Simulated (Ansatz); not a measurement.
The cluster NaLi4. Charge 0, multiplicity 2. Geometry r2SCAN/def2-TZVP; atoms count from 1.

```xyz
5

Li   -1.360   -0.164    1.121
Li   -0.858   -2.132   -1.183
Li   -0.070    0.795   -1.514
Li    1.395   -0.760    0.265
Na    0.894    2.260    1.311
```

The charge 0 doublet is spin-contaminated (final ⟨S²⟩ up to 1.03, 0.75 for a pure state). The geometry of the doublet was relaxed on an unsound state (⟨S²⟩ 1.40, where a pure state has 0.75). The structure comes from a short search, and lower isomers may exist.

Estimate the Mulliken populations from the PBE0/def2-TZVP orbitals of Ansatz.


| atom | charge (e) | spin (α − β) |
| --- | --- | --- |
| Li1 | -0.02 | 0.44 |
| Li2 | -0.04 | 0.07 |
| Li3 | 0.01 | 0.27 |
| Li4 | 0.02 | 0.25 |
| Na5 | 0.02 | -0.03 |
Mulliken values and Mayer orders depend strongly on the basis.

Where does the spin sit?

Summed by element: Li 1.03, Na -0.03, of 1 unpaired in all. Largest on single atoms: Li1 0.44, Li3 0.27, Li4 0.25.

And the Mayer bond orders between bonded heavy atoms (over 0.3)?

Li1–Li2 0.37 (3.07 Å); Li1–Li4 0.32 (2.95 Å); Li1–Na5 0.32 (3.32 Å); Li2–Li3 0.38 (3.05 Å); Li2–Li4 0.36 (3.01 Å); Li3–Li4 0.42 (2.78 Å); Li4–Na5 0.37 (3.24 Å).
